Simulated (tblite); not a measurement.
C5H10OS (charge -1 and doublet state).
Z-matrix (Å and degrees, GFN2-xTB geometry), rows numbered from 1:
```
C 
C   1  1.5219
C   2  1.5332  1  111.89
O   3  1.3988  2  112.82  1   176.71
C   4  1.4266  3  116.29  2    75.00
C   5  1.5018  4  112.24  3  -124.12
S   5  1.6979  4  121.61  3    28.75
H   1  1.0880  2  110.10  3    60.36
H   1  1.0899  2  110.82  3  -179.56
H   1  1.0901  2  110.55  3   -59.27
H   2  1.0944  1  110.26  3   121.46
H   2  1.0916  1  109.93  3  -119.41
H   3  1.0989  2  110.25  1    58.16
H   3  1.1005  2  108.89  1   -61.47
H   6  1.1035  5  113.06  4    66.27
H   6  1.0956  5  110.33  4   -53.68
H   6  1.0887  5  109.02  4  -173.45
```

Level: GFN2-xTB in tblite, geometry and Hessian alike; calculated harmonic values, unscaled, isolated species. The method is semi-empirical: single wavenumbers can be off by several per cent or more. One conformer, not necessarily the lowest. Open shells enter through the occupations alone, without spin polarisation, and single modes of such species can be off by tens of per cent.

Harmonic wavenumbers (cm⁻¹): 25.7, 64.2, 76.3, 126.0, 211.8, 237.4, 252.4, 281.5, 336.7, 392.6, 522.4, 674.4, 781.6, 887.8, 907.5, 924.8, 1009.5, 1039.9, 1081.3, 1087.9, 1110.7, 1141.0, 1187.9, 1244.2, 1283.8, 1301.3, 1352.8, 1375.7, 1403.1, 1453.6, 1481.8, 1493.1, 1507.3, 1508.2, 1512.2, 2769.6, 2855.5, 2883.3, 2908.9, 2947.3, 2986.6, 2998.4, 3003.4, 3013.5, 3029.7.

A = 3216, B = 1279, C = 1111 MHz; mass 118.045 u (most abundant isotopes); point group C1, symmetry number 1; spin multiplicity 2.

Q: Zero-point energy?

A: Half the sum of the wavenumbers: 30337 cm⁻¹ = 86.74 kcal/mol.

Q: Entropy at 350 K, 1 bar (ideal gas, RRHO, classical rotation)?

A: Translation 41.04, rotation 29.12, vibration 33.43, spin (R ln 2) 1.38: S = 105.0 cal/(mol K).

Q: And Cp and H(350 K) − H(0)?

A: Cp = 37.64 cal/(mol K), of which vibrations give 29.69 (their classical limit is 45 R = 89.4); H(350 K) − H(0) = 8.40 kcal/mol without the zero-point energy, 5.62 from vibrations.

Q: What must be added to the electronic energy to get the Gibbs energy at 350 K and 1 bar?

A: ZPE + [H(350 K) − H(0)] − T·S = 86.74 + 8.40 − 36.74 = 58.40 kcal/mol.

Q: Blend soft modes into free rotors: weight 1/[1 + (100 cm⁻¹/ν̃)⁴] for the oscillator and the rest for a rotor with moment μB/(μ + B), μ = h/(8π²ν), B = 10⁻⁴⁴ kg m². What vibrational entropy results?

A: 29.44 cal/(mol K) in place of 33.43, which changes −T·S at 350 K by +1.40 kcal/mol.

Hindered rotation and anharmonicity are outside this model. Other conformers, if any are populated, would add a mixing term that is left out. The structure is chiral; the term R ln 2 for an equal mix with its mirror image is left out.

On one thread, Arm Neoverse V1 (aarch64), no GPU, shared host with 32 logical CPUs at a one-minute load of 14, this took 0.52 s. The figure is for the frequency step alone.
